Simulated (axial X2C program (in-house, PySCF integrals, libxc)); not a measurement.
# What spin–orbit coupling does to FeP⁺

Computed with an in-house all-electron X2C program for linear molecules (integrals from PySCF). Spin-free means the one-electron spin-free X2C Hamiltonian; two-component (2c) means X2C with spin–orbit coupling and atomic mean-field two-electron Coulomb and Gaunt terms, so the difference of the two also holds small scalar two-electron terms. Basis: Fe dyall-cv3z [9s10p6d3f2g], P dyall-v3z [8s7p2d1f] (cores contracted in-house); Gaussian nuclei, density fitting, unrestricted open shells. Masses: Fe 55.935 u, P 30.974 u.

Spin-free state: M_S = 1, Λ = 0 (beyond evenly filled blocks: δ+α, δ-α); fragments Fe+ + P.

```tsv
level	Re (Å)	ωe (cm⁻¹)	De (eV)	μ (D)
TPSSh	2.140	369.8	2.205	-2.20
```

Dipoles are positive if P is the positive end and refer to the centre of mass.

Two-component determinant lowest at the distance of the search:

Ω = 1 (⟨Sz⟩ = -1.00, ⟨Lz⟩ = 2.00 at TPSSh); fragments Fe+ + P.

```csv
level,Re (Å),ωe (cm⁻¹),μ (D)
TPSSh,2.128,375.6,-2.39
```

Question: From the two tables, how do the constants change at the TPSSh level (2c against spin-free)?

Answer: At the TPSSh level Re drops by 0.012 Å and ωe goes up by 5.8 cm⁻¹. The two determinants differ in configuration, so these shifts compare two states and are not the spin–orbit effect on one state.

Occupations by symmetry block were frozen at the best pattern of an incomplete PBE0 search. Dissociation energies refer to the lowest single-determinant-based atoms at the same level and basis. De is not given where an atomic determinant may have missed its ground term or J level, or where the truncated virtual space spoils (T). Density functionals use the spin component along the axis (collinear). Other states lie close and PBE0, whose exact exchange favours high spin, may order them wrongly; the determinant shown need not be the ground state. The nearest other spin-free determinant of the search, M_S = 1, Λ = 1, lies 0.09 eV up at the distance of the search. Without a current term, density functionals place determinants with orbital angular momentum somewhat too high. With several unpaired electrons one determinant need not be a pure state. The determinant is spin-polarised beyond a pure state at some levels (its spin-free form has ⟨S²⟩ too high), which makes Re and μ there less reliable.
